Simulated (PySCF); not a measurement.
Two species compared at the same levels of theory.

First species: C2H11FSi3.
Z-matrix (Å and degrees, GFN2-xTB geometry), rows numbered from 1:
```
C 
C   1  1.5169
F   2  1.4007  1  108.35
Si  2  1.9293  1  114.24  3  -119.38
Si  4  2.3205  2  107.91  1    77.99
Si  5  2.3208  4  117.90  2   -26.09
H   1  1.0892  2  110.80  3   -56.21
H   1  1.0887  2  110.61  3    63.89
H   1  1.0864  2  109.27  3  -176.08
H   2  1.0953  1  109.64  3   113.58
H   4  1.4694  2  105.19  1  -157.43
H   4  1.4709  2  104.15  1   -47.12
H   5  1.4757  4  106.46  2  -150.29
H   5  1.4731  4  108.17  2    99.44
H   6  1.4611  5  112.87  4    53.57
H   6  1.4651  5  112.89  4   175.13
H   6  1.4699  5  110.70  4   -66.04
```

Second species: C₈H₁₀.
SMILES: `CCC1=CC=CC=C1`

Levels: wB97X-D/def2-SVPD for dipole moment, HOMO energy, LUMO energy, HOMO–LUMO gap, static isotropic polarisability and electronic spatial extent ⟨r²⟩ about the centre of nuclear charge; TDDFT wB97X-D/def2-SVPD for lowest singlet excitation; TDA wB97X-D/def2-SVPD for lowest triplet excitation (Tamm–Dancoff); GFN2-xTB for rotational constant A and rotational constant C. Geometries: GFN2-xTB. All species are isolated and taken at one optimised geometry, non-relativistic unless stated; the electronic structure was computed with PySCF and density fitting.

The conformers computed, where there is a choice (atom-mapped SMILES and torsion angles):
- `[CH3:1][C@H:2]([F:3])[SiH2:4][SiH2:5][SiH3:6]`: C1–C2–Si4–Si5 78°, C2–Si4–Si5–Si6 -26°
- `[CH3:1][CH2:2][c:3]1[cH:4][cH:5][cH:6][cH:7][cH:8]1`: C1–C2–C3–C4 -89°

```csv
property,column X,column Y
dipole moment,1.47 D,0.41 D
HOMO energy,-9.95 eV,-8.74 eV
LUMO energy,1.05 eV,1.60 eV
HOMO–LUMO gap,11.00 eV,10.34 eV
lowest singlet excitation,6.82 eV,5.50 eV
lowest triplet excitation (Tamm–Dancoff),5.93 eV,4.27 eV
static isotropic polarisability,112.2 au,91.0 au
electronic spatial extent ⟨r²⟩ about the centre of nuclear charge,1384 bohr²,1019 bohr²
rotational constant A,2.079 GHz,4.565 GHz
rotational constant C,0.925 GHz,1.243 GHz
```

Question: Which column belongs to which species?

Answer: Column X is the first species and column Y the second. The first has 17 atoms and 74 electrons, the second 18 and 58.

Question: How does each property change from the first species to the second?

Answer: dipole moment -1.06 D; HOMO energy +1.21 eV; LUMO energy +0.55 eV; HOMO–LUMO gap -0.66 eV; lowest singlet excitation -1.32 eV; lowest triplet excitation (Tamm–Dancoff) -1.66 eV; static isotropic polarisability -21.2 au; electronic spatial extent ⟨r²⟩ about the centre of nuclear charge -365 bohr²; rotational constant A +2.486 GHz; rotational constant C +0.318 GHz.

On the first: The vertical singlet–triplet gap S1 − T1 is 0.89 eV (TDDFT singlet less Tamm–Dancoff triplet; S1: HOMO→LUMO, weight 0.76; T1: HOMO→LUMO, weight 0.60). The dipole equals about 4.9 × 10⁻³⁰ C·m (1 D = 3.33564 × 10⁻³⁰ C·m).

On the second: S1 lies 4.84 eV below the HOMO–LUMO gap; its leading configuration is HOMO→LUMO, weight 0.59, beside HOMO−1→LUMO+1, weight 0.39. No computed singlet falls in the visible range (750 to 380 nm, 1.65 to 3.26 eV); S1 lies 2.24 eV above its blue end.
